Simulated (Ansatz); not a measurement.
Geometry optimisation, RHF/def2-SVP (Ansatz 0.2.0).

The input (input.yaml):

```yaml
crystal:
  periodic: [false, false, false]
  atoms:
    - { symbol: B, position_ang: [0.0, 0.0, 0.0] }
    - { symbol: F, position_ang: [0.0, 0.0, 1.67] }
    - { symbol: H, position_ang: [1.0305, 0.0, -0.595] }
    - { symbol: "N", position_ang: [-1.3423, 0.0, -0.775] }
    - { symbol: H, position_ang: [-2.0112, -0.8164, -0.6764] }
    - { symbol: H, position_ang: [-1.5914, 0.8164, -1.4036] }
    - { symbol: "N", position_ang: [-0.2314, 1.7403, 0.5833] }
    - { symbol: H, position_ang: [-1.1621, 2.2275, 0.4417] }
    - { symbol: H, position_ang: [0.5667, 2.2503, 1.0593] }
    - { symbol: H, position_ang: [-0.1415, 1.0645, 1.5337] }
basis:
  gaussian: { orbitals: def2-SVP }
hamiltonian:
  xc: hf
relax:
  f_tol: 0.15
  max_steps: 25
  restrain:
    - { distance: [0, 6], at: 2.75, k: 30.0 }
    - { distance: [9, 1], at: 2.12, k: 30.0 }
    - { distance: [0, 1], at: 1.32, k: 30.0 }
    - { distance: [9, 6], at: 1.06, k: 30.0 }
```

Run as:

```bash
$ ansatz run input.yaml --threads 1 --pin off --max-ram 2048MiB --backend cpu --events-out ev --progress --plain --runs-dir out
```

Question: Where does it end, and by what steps?

Answer: The forces met the threshold. The restraints hold the end off the free minimum. After 12 steps the energy has fallen by 5.003 eV (the restraints' own energy left out); H6 moved furthest, 1.21 Å.

```json
{"step": "0", "energy less start (eV)": "0.0000", "largest force component (eV/Å)": "6.899", "accepted": "yes"}
{"step": "1", "energy less start (eV)": "-1.2430", "largest force component (eV/Å)": "4.071", "accepted": "yes"}
{"step": "2", "energy less start (eV)": "-2.0924", "largest force component (eV/Å)": "3.839", "accepted": "yes"}
{"step": "3", "energy less start (eV)": "-2.7994", "largest force component (eV/Å)": "3.835", "accepted": "yes"}
{"step": "4", "energy less start (eV)": "-3.8289", "largest force component (eV/Å)": "3.199", "accepted": "yes"}
{"step": "5", "energy less start (eV)": "-4.3013", "largest force component (eV/Å)": "1.994", "accepted": "yes"}
{"step": "6", "energy less start (eV)": "-4.6249", "largest force component (eV/Å)": "1.772", "accepted": "yes"}
{"step": "7", "energy less start (eV)": "-4.7382", "largest force component (eV/Å)": "1.978", "accepted": "yes"}
{"step": "8", "energy less start (eV)": "-4.9623", "largest force component (eV/Å)": "1.013", "accepted": "yes"}
{"step": "9", "energy less start (eV)": "-4.9848", "largest force component (eV/Å)": "0.894", "accepted": "yes"}
{"step": "10", "energy less start (eV)": "-4.9954", "largest force component (eV/Å)": "0.927", "accepted": "yes"}
{"step": "11", "energy less start (eV)": "-5.0006", "largest force component (eV/Å)": "0.890", "accepted": "yes"}
{"step": "12", "energy less start (eV)": "-5.0035", "largest force component (eV/Å)": "0.905", "accepted": "yes"}
```

```xyz
10
Properties=species:S:1:pos:R:3
B -0.132 -0.261 -0.164
F -0.190 -0.535 1.139
H 0.926 0.004 -0.654
N -1.280 -0.440 -0.936
H -2.170 -0.657 -0.537
H -1.299 -0.243 -1.913
N -0.209 2.249 0.971
H -0.972 2.870 1.174
H 0.642 2.777 1.065
H -0.198 1.519 1.693
```

Run time: 25 s on 1 thread of Arm Neoverse V1, with other jobs on the host, peak memory 0.15 GiB.
